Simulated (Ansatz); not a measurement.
Wavefunction ladder for C₃H₅BO, SMILES `OCC1=CB1`

| atom | x (Å) | y (Å) | z (Å) |
| --- | --- | --- | --- |
| O1 | -0.8322 | -0.9655 | 1.6656 |
| C2 | -0.4241 | -1.0651 | 0.3235 |
| C3 | 0.1817 | 0.1635 | -0.2154 |
| C4 | 0.8300 | 0.6363 | -1.3002 |
| B5 | 0.5594 | 1.5888 | -0.2273 |
| H6 | -1.1495 | -0.0695 | 1.8080 |
| H7 | 0.2939 | -1.8891 | 0.2652 |
| H8 | -1.2669 | -1.3368 | -0.3320 |
| H9 | 1.2023 | 0.2731 | -2.2484 |
| H10 | 0.6053 | 2.6643 | 0.2610 |

Total charge 0; spin multiplicity 1. All single points use the PBE0-D4/def2-TZVP geometry. It is one conformer, not always the lowest. Frozen core, restricted reference, Ansatz 0.2.0. CBS rows extrapolate triple and quadruple zeta; past MP2 they add the triple-zeta difference.

```
     basis     HF (Eh)  MP2 corr.  CCSD corr.       (T)  CCSD(T) total
  def2-SVP  -215.83476   -0.65177           ?  -0.02322              ?
def2-TZVPP  -216.08314   -0.80483           ?         ?              ?
def2-QZVPP  -216.09291   -0.86108           –         –              –
 CBS(def2)  -216.09426   -0.90275           ?     as TZ              ?
```

**Question.** Fill in the withheld values. (An estimate is asked.)

**Answer.** The calculation gave: def2-SVP CCSD corr.: -0.69147; def2-SVP CCSD(T) total: -216.54945; def2-TZVPP CCSD corr.: -0.83435; def2-TZVPP (T): -0.03656; def2-TZVPP CCSD(T) total: -216.95405; CBS(def2) CCSD corr.: -0.93227; CBS(def2) CCSD(T) total: -217.06309.
